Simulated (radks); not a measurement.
Results of a calculation; reference values are marked as such.
Polarisability of the chromium ion Cr+, [Ar] 3d5, at imaginary frequency. Code: a radial shooting solver on a logarithmic mesh with Libxc functionals. Model: non-relativistic Kohn-Sham, PBE, spin-polarised, spherical densities, point nucleus; open shells are filled with parallel spins first. Response by self-consistent Sternheimer equations with the Hartree and adiabatic LDA kernel.

w (hartree)  alpha1(iw) (bohr^3)
0.00266                    14.68
0.0143                     14.63
0.0360                     14.32
0.0697                     13.46
0.118                      11.83
0.186                      9.692
0.280                      7.588
0.413                      5.797
0.605                      4.318
0.892                      3.084
1.35                       2.056
2.12                       1.219
3.59                      0.5956
6.94                      0.2132
17.5                     0.04491

Static values: alpha1 = 14.68 bohr^3 (2.176 angstrom^3; uncoupled 17.88). C6 = 55.16, triple-dipole C9 = 510.6 atomic units. One-pole (London) frequency 4 C6 / (3 alpha1^2) = 0.341 hartree, against 0.404 for minus the highest occupied eigenvalue.
